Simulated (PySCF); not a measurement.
From computed data to an observable: entropy of an ideal gas

BFH2O2, SMILES OB(O)F.

Geometry optimised at PBE0-D3(BJ)/def2-SVP. Other conformers were not sampled.

PBE0-D3(BJ)/def2-SVP (PySCF 2.14.0) gives the harmonic wavenumbers 443, 454, 459, 526, 691, 895, 1003, 1010, 1448, 1557, 3938, 3940 cm⁻¹ and the rotational temperatures 0.4966, 0.4742, 0.2426 K. The molar mass is 63.82 g/mol, the symmetry number 2, the spin multiplicity 1.

**Question.** Work out the entropy at 298.15 K and 1 atm in the rigid-rotor, harmonic-oscillator model.

**Answer.** 
Translation (Sackur–Tetrode at 1 atm): S = R[1.5 ln M + 2.5 ln T − 1.16487] = 160.6 J/(mol K).
Rotation: q = (√π/σ) T^1.5/√(θA θB θC) = 19100, S = R[ln q + 3/2] = 94.4 J/(mol K).
Vibration: with u = 1.4388 ν/T, each mode gives R[u/(e^u − 1) − ln(1 − e^−u)]:
```csv
ν (cm⁻¹),modes,u,S (J/(mol K))
443,1,2.14,3.42
454,1,2.19,3.28
459,1,2.21,3.22
526,1,2.54,2.49
691,1,3.33,1.33
895,1,4.32,0.60
1003,1,4.84,0.39
1010,1,4.87,0.38
1448,1,6.99,0.06
1557,1,7.51,0.04
```
The stiffer modes add less than 0.005 each. Sum 15.2 J/(mol K).
Spin: R ln 1 = 0.0 J/(mol K).
Total 270.2 J/(mol K); the program's own thermochemistry gives 270.2. Translation makes up 59 % and vibration 6 %. Anharmonicity, hindered rotation and orbital degeneracy are left out.
